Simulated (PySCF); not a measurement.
A series of related molecules.

All values: CAM-B3LYP/def2-SVPD (PySCF) at GFN2-xTB geometries, gas phase, one conformer each. Core orbitals are frozen in the response; Δα² is half the sum of the squared differences of the principal polarisabilities.

Task: Rank by dipole moment, lowest first.
A. `[N:1]#[C:2][Si@@H:3]1[CH2:4][S:5][Si@@:6]1([NH2:7])[C:8]#[N:9]` with S5–Si6–N7–H 165° and -43°
B. `[CH3:1][S:2][Si@:3]([NH2:4])([C:5]#[N:6])[CH2:7][C:8]#[N:9]` with C1–S2–Si3–N4 74°, S2–Si3–N4–H 164° and -42°, S2–Si3–C7–C8 -167°
C. `[CH3:1][O:2][Si@:3]([NH2:4])([C:5]#[N:6])[SiH2:7][C:8]#[N:9]` with C1–O2–Si3–N4 63°, O2–Si3–N4–H 161° and -54°, O2–Si3–Si7–C8 -157°
D. `[CH3:1][S:2][Si@H:3]([C:4]#[N:5])[SiH2:6][C:7]#[N:8]` with C1–S2–Si3–C4 -50°, S2–Si3–Si6–C7 -153°
E. `[N:1]#[C:2][SiH2:3][Si@:4]([NH2:5])([SH:6])[C:7]#[N:8]` with C2–Si3–Si4–N5 -29°, Si3–Si4–N5–H -167° and 45°, Si3–Si4–S6–H 69°

Result: A (1.30 D), E (3.75 D), D (4.05 D), B (4.54 D), C (4.89 D).

Task: Rank by mean static polarisability, lowest first.
A. `CS[Si@H](C#N)[SiH2]C#N`
B. `C([SiH2][Si@](C#N)(N)OC)#N`
C. `N#C[SiH2][Si@](N)(S)C#N`
D. `C([Si@@H]1CS[Si@@]1(N)C#N)#N`
E. `CS[Si@](N)(C#N)CC#N`

Result: B (15.19 Å³), E (15.50 Å³), C (16.34 Å³), A (17.20 Å³), D (17.61 Å³).

All values together:

```
                    SMILES     formula  μ (D)  HOMO (eV)  LUMO (eV)  α (Å³)  Δα (Å³)  electrons  α per electron (Å³)
    CS[Si@H](C#N)[SiH2]C#N  C3H6N2SSi2   4.05      -8.96      -0.76   17.20     6.12         82                0.210
  CO[Si@](N)(C#N)[SiH2]C#N  C3H7N3OSi2   4.89      -9.87      -0.45   15.19     2.95         82                0.185
   N#C[SiH2][Si@](N)(S)C#N  C2H5N3SSi2   3.75      -9.43      -0.71   16.34     3.74         82                0.199
N#C[Si@@H]1CS[Si@@]1(N)C#N  C3H5N3SSi2   1.30      -9.05      -0.80   17.61     4.08         88                0.200
       CS[Si@](N)(C#N)CC#N   C4H7N3SSi   4.54      -8.93       0.03   15.50     4.76         82                0.189
```

Conformers: `[CH3:1][S:2][Si@H:3]([C:4]#[N:5])[SiH2:6][C:7]#[N:8]` with C1–S2–Si3–C4 -50°, S2–Si3–Si6–C7 -153°; `[CH3:1][O:2][Si@:3]([NH2:4])([C:5]#[N:6])[SiH2:7][C:8]#[N:9]` with C1–O2–Si3–N4 63°, O2–Si3–N4–H 161° and -54°, O2–Si3–Si7–C8 -157°; `[N:1]#[C:2][SiH2:3][Si@:4]([NH2:5])([SH:6])[C:7]#[N:8]` with C2–Si3–Si4–N5 -29°, Si3–Si4–N5–H -167° and 45°, Si3–Si4–S6–H 69°; `[N:1]#[C:2][Si@@H:3]1[CH2:4][S:5][Si@@:6]1([NH2:7])[C:8]#[N:9]` with S5–Si6–N7–H 165° and -43°; `[CH3:1][S:2][Si@:3]([NH2:4])([C:5]#[N:6])[CH2:7][C:8]#[N:9]` with C1–S2–Si3–N4 74°, S2–Si3–N4–H 164° and -42°, S2–Si3–C7–C8 -167°.
